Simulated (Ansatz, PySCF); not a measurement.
Reaction (SMILES): F[Si](F)Cl → F[Si](F)Cl as singlet, charge +1 + e-
Geometries: B3LYP-D3(BJ)/def2-TZVP minima from Ansatz (an electronic-structure program).

Wanted: adiabatic ionisation energy (electronic energy difference), in eV. Cores are frozen in the correlated levels unless marked. UHF or UKS for open shells. No spin-orbit coupling. Non-relativistic. CBS marks a two-point X^-3 extrapolation of the correlation energy; Hartree-Fock from the larger set. The bracket is a focal-point correction in the basis named.

RI-MP2/CBS(cc-pV(T+d)Z,cc-pV(Q+d)Z)+[CCSD(T)-MP2]/cc-pV(T+d)Z (Ansatz) gives 8.51 eV.

Another calculation gave 8.67 eV. Which level was it?
A) HF/def2-TZVPD (PySCF)
B) wB97M-V/def2-TZVPD (Ansatz)
C) wB97X-V/def2-TZVPD (Ansatz)
D) BP86/def2-TZVPD (PySCF)

D, BP86/def2-TZVPD (PySCF). The others give 8.53 (wB97X-V), 8.42 (wB97M-V), 8.27 (HF) eV.
